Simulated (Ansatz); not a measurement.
# A ladder of methods for CH6O3Sn (SMILES C[Sn](O)(O)O)

CH6O3Sn: 11 atoms, total charge 0, spin state singlet. SMILES: `C[Sn](O)(O)O`. The shape was relaxed beforehand at B3LYP/def2-SVP. This is one conformer, not always the lowest.

Quantity: the adiabatic electron affinity (to the doublet anion, shapes relaxed at B3LYP/def2-SVP, no zero-point term), in eV. The values are calculated.

The electron affinity is E(neutral) − E(anion): positive where the electron is bound.

| level | kind | program | value (eV) | CPU time (all runs) |
| --- | --- | --- | --- | --- |
| HF/def2-SVP (core potential) | Hartree–Fock | Ansatz | -0.87 | 6.4 s |
| SVWN5/def2-SVP (core potential) | LDA | Ansatz | 0.01 | 5.1 s |
| PBE/def2-SVP (core potential) | GGA | Ansatz | 0.10 | 10 s |
| r2SCAN/def2-SVP (core potential) | meta-GGA | Ansatz | 0.06 | 23 s |
| B3LYP/def2-SVP (core potential) | global hybrid | Ansatz | 0.07 | 14 s |
| PBE0-D4/def2-SVP (core potential) | global hybrid | Ansatz | -0.03 | 13 s |
| wB97M-V/def2-SVP (core potential) | range-separated hybrid | Ansatz | -0.17 | 51 s |
| B2PLYP/def2-SVP (core potential) | double hybrid | Ansatz | -0.21 | 20 s |
| MP2/def2-SVP (core potential) | perturbation theory | Ansatz | -0.55 | 8.6 s |

Spin-orbit coupling, which can split open shells on such heavy atoms by tenths of an eV, is left out. The values span -0.87 to 0.10 eV. In the correlated wave-function rows the outer d shell of Sn is correlated, in sets not made for it. Negative values mean that the anion is unbound at that level; they are set by how diffuse the basis is and aren't properties of the molecule. Times are those of the runs behind each value, whatever else they computed, on shared processors of several kinds: orders of magnitude only.
